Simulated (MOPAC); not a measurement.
MOPAC input (PM3):

```
PM3 PRECISE GNORM=0.05 LET XYZ UHF MS=0.5 GEO-OK AUX(PRECISION=9) THREADS=1
H5BN

B    -0.75292700 1   -0.03938200 1   -0.04068500 1
N     0.69916700 1   -0.00105000 1   -0.01098700 1
H    -1.23341100 1   -0.71105700 1   -0.90474800 1
H    -1.20904300 1    1.12392400 1    0.06210000 1
H    -1.19454400 1   -0.24122000 1    1.11522400 1
H     1.22013600 1    0.53055200 1    0.67094600 1
H     1.28732600 1   -0.49793800 1   -0.66319000 1
```

Output:

```
 *******************************************************************************
 **                                                                           **
 **                              MOPAC v23.2.5                                **
 **                                                                           **
 *******************************************************************************
 ** MOPAC's Digital Object Identifier: https://doi.org/10.5281/zenodo.6511958 **
 **                                                                           **
 ** Please cite the open-source release paper for use of this MOPAC version:  **
 ** J. E. Moussa and J. J. P. Stewart (2026)                                  **
 ** MOPAC: An open-source semiempirical molecular orbital program             **
 ** J. Open Source Softw., 11(119), 8025, https://doi.org/10.21105/joss.08025 **
 *******************************************************************************

                              PM3 CALCULATION RESULTS

 *******************************************************************************
 *  PM3        - The PM3 Hamiltonian to be used
 *  GEO-OK     - OVERRIDE INTERATOMIC DISTANCE AND OTHER SAFETY CHECKS
 *  UHF        - UNRESTRICTED HARTREE-FOCK CALCULATION
 *  MS=        - IN MECI, MAGNETIC COMPONENT OF SPIN =  0.5
 *  LET        - OVERRIDE SOME SAFETY CHECKS
 *  PRECISE    - TIGHTER CRITERIA TO BE USED
 *  XYZ        - CARTESIAN COORDINATE SYSTEM TO BE USED
 *  GNORM      - EXIT WHEN GRADIENT NORM DROPS BELOW 0.050
 *  AUX        - OUTPUT AUXILIARY INFORMATION
 *******************************************************************************
PM3 PRECISE GNORM=0.05 LET XYZ UHF MS=0.5 GEO-OK AUX(PRECISION=9) THREADS=1
 H5BN

   ATOM   CHEMICAL          X               Y               Z
  NUMBER   SYMBOL      (ANGSTROMS)     (ANGSTROMS)     (ANGSTROMS)

     1       B         -0.75292700  *  -0.03938200  *  -0.04068500  *
     2       N          0.69916700  *  -0.00105000  *  -0.01098700  *
     3       H         -1.23341100  *  -0.71105700  *  -0.90474800  *
     4       H         -1.20904300  *   1.12392400  *   0.06210000  *
     5       H         -1.19454400  *  -0.24122000  *   1.11522400  *
     6       H          1.22013600  *   0.53055200  *   0.67094600  *
     7       H          1.28732600  *  -0.49793800  *  -0.66319000  *

          CARTESIAN COORDINATES

    NO.       ATOM           X           Y           Z

     1         B         -0.7529     -0.0394     -0.0407
     2         N          0.6992     -0.0010     -0.0110
     3         H         -1.2334     -0.7111     -0.9047
     4         H         -1.2090      1.1239      0.0621
     5         H         -1.1945     -0.2412      1.1152
     6         H          1.2201      0.5306      0.6709
     7         H          1.2873     -0.4979     -0.6632

  H: (PM3): J. J. P. STEWART, J. COMP. CHEM. 10, 209 (1989).
  B: (PM3): J. J. P. STEWART, J. MOL. MOD., 10, 155-164 (2004)
  N: (PM3): J. J. P. STEWART, J. COMP. CHEM. 10, 209 (1989).

           Empirical Formula: H5 N B  =     7 atoms

      MOLECULAR POINT GROUP   :   Cs

          UHF CALCULATION, NO. OF ALPHA ELECTRONS =    7
                           NO. OF BETA  ELECTRONS =    6

          Geometry optimization using EF

          DIAGONAL MATRIX USED AS START HESSIAN

 CYCLE:     1  GRAD.:    83.063 HEAT:  2.025028
 CYCLE:     2  GRAD.:   212.747 HEAT:  8.262924
 CYCLE:     3  GRAD.:   148.814 HEAT:  4.346834
 CYCLE:     4  GRAD.:   134.584 HEAT:  1.158161
 CYCLE:     5  GRAD.:   102.667 HEAT:  3.271627
 CYCLE:     6  GRAD.:   187.551 HEAT:  2.613655
 CYCLE:     7  GRAD.:   155.925 HEAT:  4.460485
 CYCLE:     8  GRAD.:   100.854 HEAT:-0.7523394
 CYCLE:     9  GRAD.:    91.108 HEAT:  2.855984
 CYCLE:    10  GRAD.:    44.353 HEAT: -3.902848
 CYCLE:    11  GRAD.:    39.860 HEAT: -4.056305
 CYCLE:    12  GRAD.:     5.380 HEAT: -4.558112
 CYCLE:    13  GRAD.:     3.134 HEAT: -4.567426
 CYCLE:    14  GRAD.:     0.253 HEAT: -4.570291
 CYCLE:    15  GRAD.:     0.150 HEAT: -4.570315
 CYCLE:    16  GRAD.:     0.082 HEAT: -4.570321
 CYCLE:    17  GRAD.:     0.164 HEAT: -4.570318
 CYCLE:    18  GRAD.:     0.012 HEAT: -4.570326

     GRADIENT =  0.01184 IS LESS THAN CUTOFF =  0.05000

 -------------------------------------------------------------------------------
 PM3 PRECISE GNORM=0.05 LET XYZ UHF MS=0.5 GEO-OK AUX(PRECISION=9) THREADS=1
 H5BN

     GEOMETRY OPTIMISED USING EIGENVECTOR FOLLOWING (EF).
     SCF FIELD WAS ACHIEVED

                              PM3 CALCULATION
                                                       MOPAC v23.2.5 Linux

          FINAL HEAT OF FORMATION =         -4.57033 KCAL/MOL =     -19.12224 KJ/MOL

          COSMO AREA              =         72.35 SQUARE ANGSTROMS
          COSMO VOLUME            =         53.27 CUBIC ANGSTROMS

          GRADIENT NORM           =          0.01184          =       0.00447 PER ATOM
          IONIZATION POTENTIAL    =          9.771277 EV
          ALPHA SOMO LUMO (EV)    =         -9.771  1.968
          BETA  SOMO LUMO (EV)    =        -11.202 -0.218
          NO. OF ALPHA ELECTRONS  =          7
          NO. OF BETA  ELECTRONS  =          6
          MOLECULAR WEIGHT        =         29.8562         POINT GROUP:  Cs

          MOLECULAR DIMENSIONS (Angstroms)

            Atom       Atom       Distance
            H     6    H     3     3.12002
            H     7    H     5     2.75814
            H     7    H     4     1.66335

          SCF CALCULATIONS        =         19

   ATOM   CHEMICAL          X               Y               Z
  NUMBER   SYMBOL      (ANGSTROMS)     (ANGSTROMS)     (ANGSTROMS)

     1       B         -0.76289511  *  -0.00876880  *  -0.00086445  *
     2       N          0.71587767  *   0.00386864  *  -0.00484153  *
     3       H         -1.24839287  *  -0.64443075  *  -0.81817578  *
     4       H         -1.22502144  *   1.04790766  *  -0.06097784  *
     5       H         -1.21026971  *  -0.34118285  *   1.01062121  *
     6       H          1.25243285  *   0.51166287  *   0.64601643  *
     7       H          1.27206523  *  -0.48828850  *  -0.65047160  *

                             CARTESIAN COORDINATES

   1    B       -0.762895111    -0.008768803    -0.000864451
   2    N        0.715877666     0.003868644    -0.004841526
   3    H       -1.248392873    -0.644430750    -0.818175779
   4    H       -1.225021438     1.047907664    -0.060977845
   5    H       -1.210269710    -0.341182847     1.010621208
   6    H        1.252432846     0.511662867     0.646016429
   7    H        1.272065232    -0.488288496    -0.650471601

           Empirical Formula: H5 N B  =     7 atoms

      MOLECULAR POINT GROUP   :   Cs

          ALPHA EIGENVALUES
 -30.46172 -20.88120 -17.75823 -14.83766 -13.80125 -11.30736  -9.77128   1.96775
   3.79112   5.08665   5.09549   5.78311   8.11006

           BETA EIGENVALUES
 -30.01623 -20.50556 -17.61517 -14.61651 -11.99792 -11.20165  -0.21801   2.33858
   3.97671   5.30920   5.48195   5.88574   8.16541

              NET ATOMIC CHARGES AND DIPOLE CONTRIBUTIONS

  ATOM NO.   TYPE          CHARGE      No. of ELECS.   s-Pop       p-Pop
    1          B          -0.782443        3.7824     0.84562     2.93682
    2          N           0.643736        4.3563     1.18939     3.16687
    3          H           0.042360        0.9576     0.95764
    4          H           0.074309        0.9257     0.92569
    5          H           0.074308        0.9257     0.92569
    6          H          -0.027772        1.0278     1.02777
    7          H          -0.024498        1.0245     1.02450
 DIPOLE           X         Y         Z       TOTAL
 POINT-CHG.     3.641     0.155     0.151     3.647
 HYBRID         0.572     0.069     0.082     0.582
 SUM            4.213     0.224     0.233     4.225

          ATOMIC ORBITAL ELECTRON POPULATIONS

     Atom    s        px        py        pz
    1  B   0.84562   0.82265   1.05036   1.06381
    2  N   1.18939   1.06565   1.08299   1.01823
    3  H   0.95764
    4  H   0.92569
    5  H   0.92569
    6  H   1.02777
    7  H   1.02450

                    (SZ)    =    0.500000
                    (S**2)  =    0.762503

          ATOMIC ORBITAL SPIN POPULATIONS

    Atom   Total    s     px     py     pz
         Atomic
    1  B -0.1038 -0.017 -0.037 -0.024 -0.026
    2  N  0.8783  0.029  0.027  0.508  0.314
    3  H  0.0088  0.009
    4  H  0.1352  0.135
    5  H  0.1352  0.135
    6  H -0.0268 -0.027
    7  H -0.0270 -0.027

 **********************
 *                    *
 * JOB ENDED NORMALLY *
 *                    *
 **********************

 == MOPAC DONE ==
```

The geometry given is a B3LYP-D3(BJ)/def2-TZVP minimum.
